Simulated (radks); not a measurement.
Task: All-electron atom: Tc33+ in [Ne]. Method: Dirac Kohn-Sham, PBE, spin-unpolarised, spherical densities, point nucleus; computed with a radial shooting solver on a logarithmic mesh with Libxc functionals. Some entries of the table are withheld. Estimate them.

orbital  occ.  eigenvalue (eV)  r(max) (bohr)
1s1/2       2              (1)        0.02227
2s1/2       2              (2)         0.1250
2p1/2       2              (3)            (4)
2p3/2       4              (5)            (6)

Result: 
(1) 1s1/2 eigenvalue (eV): -22749.05
(2) 2s1/2 eigenvalue (eV): -4746.618
(3) 2p1/2 eigenvalue (eV): -4540.786
(4) 2p1/2 r(max) (bohr): 0.09697
(5) 2p3/2 eigenvalue (eV): -4417.207
(6) 2p3/2 r(max) (bohr): 0.1008
